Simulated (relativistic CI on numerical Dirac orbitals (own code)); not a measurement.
# What each ingredient does to the levels of Tc XVIII

Base calculation: Dirac-Coulomb-Breit CI, KLI orbitals optimised for each configuration, a model potential for QED, unscaled Slater integrals.

Configurations in the expansion (outside the closed core [Ne]): 3s2 3p6 3d8, 3s2 3p5 3d9, 3s2 3p4 3d10, 3s 3p6 3d9, 3p6 3d10, 3s2 3p6 3d7 4s, 3s2 3p6 3d7 4p, 3s 3p5 3d10, 3s2 3p6 3d7 4d, 3s2 3p6 3d6 4s2, 3s2 3p6 3d7 4f, 3s2 3p5 3d8 4s, 3s2 3p6 3d6 4s 4p, 3s2 3p4 3d9 4s, 3s2 3p6 3d7 5s, 3s2 3p6 3d6 4p2, 3s2 3p5 3d8 4p, 3s2 3p4 3d9 4p, 3s2 3p6 3d7 5p, 3s2 3p6 3d6 4s 4d, 3s2 3p6 3d7 5d, 3s2 3p6 3d6 4p 4d, 3s2 3p4 3d9 4d, 3s 3p5 3d9 4s, 3s2 3p6 3d7 5f, 3s2 3p5 3d8 4d, 3s2 3p5 3d7 4s2, 3s2 3p6 3d7 5g, 3s 3p6 3d8 4s, 3s2 3p6 3d7 6s, 3s 3p5 3d9 4p, 3s2 3p6 3d6 4d2, 3s2 3p6 3d7 6p, 3s2 3p5 3d7 4s 4p, 3s2 3p6 3d7 6d, 3s 3p6 3d8 4p. Levels of other configurations are missing.

The lowest level and the first level of each name with at least 55 % of one term (blank where a level has no safe partner in the second run):

| Level | Base (cm⁻¹) | Shift (cm⁻¹) |
| --- | --- | --- |
| 3s2 3p6 3d8 3F_4 | 0 | 0 |
| 3s2 3p6 3d8 3F_3 | 27755 | +830 |
| 3s2 3p6 3d8 3P_0 | 74658 | -401 |
| 3s2 3p6 3d8 3P_1 | 77870 | +104 |
| 3s2 3p6 3d8 1G_4 | 92080 | +1265 |
| 3s2 3p6 3d8 1S_0 | 187741 | +356 |
| 3s2 3p5 3d9 3F°_4 | 1328685 | +3295 |
| 3s2 3p5 3d9 1D°_2 | 1353332 | +3273 |
| 3s2 3p5 3d9 3F°_3 | 1385948 | +4247 |
| 3s2 3p5 3d9 3P°_1 | 1433058 | +3757 |
| 3s2 3p5 3d9 3P°_0 | 1438440 | +3744 |
| 3s2 3p5 3d9 3D°_3 | 1455158 | +4020 |
| 3s2 3p5 3d9 3D°_1 | 1476336 | +3450 |
| 3s2 3p5 3d9 3F°_2 | 1537305 | +7097 |

At this charge energies of transitions that change n are usually good to better than 1 %, and those within a shell (Δn = 0) to a few per cent. Terms inside the open d or f shell come out 10 to 20 % too wide with unscaled integrals.

Question: One thing was changed in a second run, which moved the levels as shown. Which?
A. Breit term removed
B. configuration mixing switched off
C. valence Slater integrals scaled by 0.9
D. QED terms removed
E. non-relativistic limit

Answer: A. Breit term removed. The Breit term mainly narrows fine-structure intervals, so removing it widens them.

LS names give the leading component of a level, which can be under half, so a name can repeat, a term be missing and a line seem to break the LS rules.
